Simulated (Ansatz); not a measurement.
Frontier orbitals of CH₄AlBO₂.

```xyz
9

B    -1.453    1.600   -0.039
O    -0.536    0.908   -0.795
C     0.224   -0.078   -0.341
O     0.688   -0.020    0.819
Al    1.331   -1.650   -0.056
H    -1.916    2.568   -0.553
H    -1.768    1.182    1.032
H     0.591   -2.952    0.441
H     2.839   -1.558   -0.507
```

Total charge 0; spin multiplicity 1. The bonds changed during the relaxation, so this is another structure than the one it started from. Geometry: relaxed with PBE0-D4/def2-TZVP. Basis def2-TZVPP, Ansatz 0.2.0.

Orbital energies of one run (eV). Highest occupied ones, from the top: -8.30, -8.69, -9.91, -10.43, -11.44, -12.09, -13.27, -14.33, -15.40, -15.76, -19.48, -30.73, -32.94, -75.10. Empty: -1.69, -0.54, -0.27, 1.41, 1.85, 2.37.

Which functional gave them?
A. r2SCANh
B. LC-ωPBE
C. PBE
D. r2SCAN0

D. HOMO energies: r2SCAN0 -8.30, r2SCANh -7.52, LC-ωPBE -10.92, PBE -6.75 eV.

LC-ωPBE has ω = 0.4 bohr⁻¹.
